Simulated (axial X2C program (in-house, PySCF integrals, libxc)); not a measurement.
**Curves of NNdO⁻ from open-shell CI on f(δφ)1 s1 f(π)0**

Computed with an in-house all-electron X2C program for linear molecules (integrals from PySCF): two-component X2C with atomic mean-field Coulomb and Gaunt terms, basis N dyall-v3z, Nd dyall-v3z, O dyall-v3z (cores contracted in-house). Orbitals come from Hartree–Fock averaged over the configuration Nd f(δφ)1 s1 f(π)0; CI then distributes these electrons over the f(δφ), s, f(π) shells of Nd.

Scan along the N–Nd bond with NdO moving as one mass, its bond held at 1.720 Å; masses N 14.003 u, Nd 141.908 u, O 15.995 u. Energies in cm⁻¹ from the lowest point; levels are followed by energy order within each Ω. Lowest level at 1.662 Å: 100% f(δφ)1 s1.

| R (Å) | (1)Ω=2 | (1)Ω=3 | (1)Ω=4 | (2)Ω=3 | (1)Ω=1 | (2)Ω=2 | (3)Ω=3 |
| --- | --- | --- | --- | --- | --- | --- | --- |
| 1.546 | 3318 | 3365 | 6413 | 6471 | 6385 | 6443 | 8760 |
| 1.604 | 772 | 823 | 3898 | 3962 | 4010 | 4073 | 6458 |
| 1.662 | 0 | 54 | 3174 | 3244 | 3414 | 3482 | 5969 |
| 1.728 | 547 | 605 | 3813 | 3888 | 4180 | 4253 | 6930 |
| 1.795 | 1977 | 2039 | 5411 | 5493 | 5870 | 5947 | 8979 |
| 1.870 | 3867 | 3931 | 7656 | 7744 | 8114 | 8194 | 12005 |
| 1.961 | 5708 | 5775 | 10145 | 10238 | 10430 | 10507 | 15849 |

Problem. Fit the curves (1)Ω=2, (1)Ω=3, (1)Ω=4, (2)Ω=3, (1)Ω=1, (2)Ω=2 near their minima.

Solution. From the open-shell CI curves, Te from the lowest:

```
 level  Te (cm⁻¹)  Re (Å)  ωe (cm⁻¹)
(1)Ω=2          0   1.666      949.9
(1)Ω=3         55   1.666      950.4
(1)Ω=4       3179   1.663      967.8
(2)Ω=3       3249   1.663      968.7
(1)Ω=1       3415   1.658      985.5
(2)Ω=2       3482   1.657      986.3
```

Without dynamic correlation distances can be off by several hundredths of an Å (long for ionic bonds, short for multiple bonds) and the wavenumbers are rough.

The 7 lowest curves are shown; the next is (3)Ω=2, from 6031 cm⁻¹.

There is no dynamic correlation: spin–orbit spacings and, for f shells, spacings inside one term are the most reliable numbers, splittings between terms come out too wide, and energies between configurations are not reliable, so the lowest level need not be the ground state of the molecule. At most 6 roots were kept for each Ω > 0 (twice that for Ω = 0) within 3.5 eV of the lowest, so higher up levels can be missing between those listed; levels with Ω > 0 are doubly degenerate and listed once, Ω = 0 levels singly. States that fill the shells left empty in the average are placed too high. For an anion, levels above electron detachment are held by the basis set. The molecule was held linear; bending was not examined.
